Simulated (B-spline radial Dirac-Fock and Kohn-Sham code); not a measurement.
What relativity does to the binding energies of W⁵⁵⁺

System: tungsten as W⁵⁵⁺ in the configuration [Ar] 3d1.

Both columns are ΔSCF binding energies of the configuration average from a radial atomic solver: non-relativistic Hartree-Fock with a point nucleus, and Dirac-Fock with a finite nucleus and the Coulomb interaction alone, averaged over the two j levels with weights 2j+1.

```tsv
shell	Hartree-Fock (eV)	Dirac-Fock (eV)	shift (eV)	shift (%)
1s	68121.8	73847.0	+5725.13	+8.40
2s	14419.3	16001.2	+1581.83	+10.97
2p	13991.1	14552.5	+561.41	+4.01
3s	5702.8	6172.0	+469.18	+8.23
3p	5518.5	5720.8	+202.32	+3.67
3d	5275.6	5298.1	+22.47	+0.43
```

Relativity binds 1s, 2s, 2p, 3s, 3p, 3d more strongly, among those listed most of all 2s in relative terms.

Values without a named source are computed, but for edge energies of neutral atoms, which are taken from tables.
